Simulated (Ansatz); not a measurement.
`O=[CH][GaH][SiH3]` and `O=[CH][GaH2]` differ in one atom or group.

Ansatz, PBE0-D4/def2-TZVP geometries, multiplicity 1. Each molecule was computed in one conformer, which needn't be the lowest.

Scalar relativity is left out up to krypton.

```csv
property,`O=[CH][GaH][SiH3]`
size of the dipole moment (ωB97M-V/def2-TZVPP) / D,2.26
HOMO–LUMO gap (B3LYP/def2-TZVPP) / eV,4.04
HOMO energy (PBE0/def2-TZVPP) / eV,-6.59
LUMO energy (PBE0/def2-TZVPP) / eV,-2.11
HOMO–LUMO gap (ωB97M-V/def2-TZVPP) / eV,8.38
HOMO energy (PBE/def2-TZVPP) / eV,-5.34
```

(1) What does the change do to each property? (Estimate.)

Results:

(1) Ansatz gave: 
```tsv
property	`O=[CH][GaH2]`	shift
size of the dipole moment (ωB97M-V/def2-TZVPP) / D	2.37	0.11
HOMO–LUMO gap (B3LYP/def2-TZVPP) / eV	4.35	0.31
HOMO energy (PBE0/def2-TZVPP) / eV	-6.67	-0.08
LUMO energy (PBE0/def2-TZVPP) / eV	-1.84	0.27
HOMO–LUMO gap (ωB97M-V/def2-TZVPP) / eV	8.76	0.38
HOMO energy (PBE/def2-TZVPP) / eV	-5.37	-0.03
```

With PBE0 the HOMO falls by 0.08 eV and the LUMO rises by 0.27 eV, so the gap widens by about 0.35 eV. PBE moves the HOMO by -0.03 eV and ωB97M-V by -0.13 eV. The zero-point energy changes by -47.3 kJ/mol with -9 modes. Dipoles are sizes alone; their direction can turn.

B3LYP here is the variant with VWN-RPA as its local correlation; programs differ in this.
